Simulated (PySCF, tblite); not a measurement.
A database entry of computed molecular properties. Lists by class give the value and the number of equivalent atoms.

```json
{
 "formula": "C3H15N3Si2",
 "smiles": "CC(C)N[SiH2]N[SiH2]N",
 "charge": 0,
 "multiplicity": 1,
 "geometry_level": "GFN2-xTB",
 "atoms_angstrom": [
  ["C", -3.029, 1.196, -0.577],
  ["C", -2.156, -0.059, -0.563],
  ["C", -2.787, -1.144, 0.312],
  ["N", -0.823, 0.28, -0.125],
  ["Si", 0.561, -0.638, -0.557],
  ["N", 1.867, 0.212, 0.189],
  ["Si", 3.534, -0.26, 0.183],
  ["N", 4.516, 0.729, 1.198],
  ["H", -2.578, 1.956, -1.209],
  ["H", -3.125, 1.596, 0.431],
  ["H", -4.022, 0.968, -0.956],
  ["H", -2.061, -0.442, -1.584],
  ["H", -2.875, -0.793, 1.339],
  ["H", -3.778, -1.404, -0.053],
  ["H", -2.163, -2.034, 0.303],
  ["H", -0.84, 0.68, 0.803],
  ["H", 0.647, -2.021, -0.066],
  ["H", 0.601, -0.638, -2.025],
  ["H", 1.697, 1.196, 0.328],
  ["H", 4.13, -0.145, -1.15],
  ["H", 3.587, -1.611, 0.729],
  ["H", 4.31, 0.761, 2.183],
  ["H", 4.783, 1.645, 0.878]
 ],
 "electronic_structure_code": "PySCF",
 "results": {
  "GFN2-xTB geometry": {
   "point_group": "C1",
   "rotational_constants_GHz": [4.134, 0.46, 0.443]
  },
  "PBE0/pcSseg-1 ground state and GIAO shieldings, non-relativistic": {
   "dipole_D": 2.52,
   "homo_eV": -6.72,
   "lumo_eV": 0.75,
   "shift_vs_computed_TMS_C_by_class_ppm": [
    [45.8, 1],
    [29.8, 2]
   ],
   "shift_vs_computed_TMS_H_by_class_ppm": [
    [5.17, 2],
    [4.91, 2],
    [2.91, 1],
    [1.15, 6],
    [0.63, 2],
    [-0.34, 1],
    [-0.36, 1]
   ],
   "shielding_other_nuclei_by_class_ppm": [
    ["N", 209.7, 1],
    ["N", 231.9, 1],
    ["N", 246.7, 1],
    ["Si", 388.6, 1],
    ["Si", 390.0, 1]
   ],
   "charges_hirshfeld_e_by_atom": [-0.12, 0.03, -0.13, -0.24, 0.38, -0.34, 0.39, -0.32, 0.04, 0.04, 0.04, 0.04, 0.04, 0.04, 0.04, 0.11, -0.1, -0.1, 0.11, -0.09, -0.09, 0.12, 0.12]
  },
  "GFN2-xTB harmonic vibrations, gas phase": {
   "strongest_ir_bands_cm-1_km_per_mol_modes": [
    [836.9, 340.1, 1],
    [980.9, 393.5, 1],
    [1185.5, 514.4, 1],
    [2164.9, 370.4, 1],
    [2226.4, 538.9, 1],
    [2286.3, 318.4, 1]
   ],
   "zpe_kcal_per_mol": 115.0
  }
 }
}
```

The zero-point energy, half the sum of the 63 harmonic wavenumbers, equals 40210 cm⁻¹ or 481 kJ/mol. The rotational constants make it an asymmetric top with κ = (2B − A − C)/(A − C) = -0.99, nearer the prolate limit (−1).

 NMR classes are plain means over equivalent atoms (diastereotopic ones count apart unless rotation or inversion swaps them), as if these changed places fast; in this geometry the members of some classes differ.

One conformer stands for the species.
